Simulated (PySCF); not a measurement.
## How exact exchange moves a shielding

Molecule: `InChI=1S/C4H6BF/c1-2-3-4-5-6/h2-5H,1H2/b4-3-`.

Atoms are numbered as in `[CH2:1]=[CH:2]/[CH:3]=[CH:4]\[BH:5][F:6]`. Hydrogens are named by the atom that carries them. Ha(C1) is cis to C3; Hb(C1) is trans to C3.

GIAO shieldings (ppm, equivalent atoms averaged) in PySCF on the PBE0-D3(BJ)/def2-SVP geometry, basis pcSseg-2, gas phase, non-relativistic:

| functional | exact exchange (%) | σ(C2) | σ(C4) | σ(C1) | σ(B5) |
| --- | --- | --- | --- | --- | --- |
| BLYP | 0 | 27.5 | 35.6 | 39.9 | 46.2 |
| BP86 | 0 | 32.3 | 40.3 | 43.0 | 48.8 |
| PBE | 0 | 31.9 | 39.7 | 42.7 | 47.6 |
| B3LYP | 20 | 31.3 | 39.9 | 42.3 | 50.5 |
| mPW1PW91 | 25 | 36.0 | 44.6 | 45.4 | 53.4 |
| BHandHLYP | 50 | 37.0 | 46.4 | 46.5 | 57.3 |
| HF | 100 | 48.3 | 59.0 | 55.6 | 70.2 |

Question: Fit each shielding as a line in the percentage of exact exchange.

Answer: σ(C2) = 30.1 + 0.17 x (rms 1.9 ppm); σ(C4) = 38.1 + 0.20 x (rms 1.9 ppm); σ(C1) = 41.3 + 0.13 x (rms 1.4 ppm); σ(B5) = 47.2 + 0.22 x (rms 1.0 ppm). The functionals also differ in their semilocal parts, which the line can't hold; Hartree–Fock has no correlation at all.

Question: What does the line predict for PBE0 (25 %), and what does the run give?

Answer: σ(C2): 34.4 predicted, 36.6 computed; σ(C4): 43.1 predicted, 45.1 computed; σ(C1): 44.5 predicted, 45.9 computed; σ(B5): 52.7 predicted, 53.2 computed ppm.
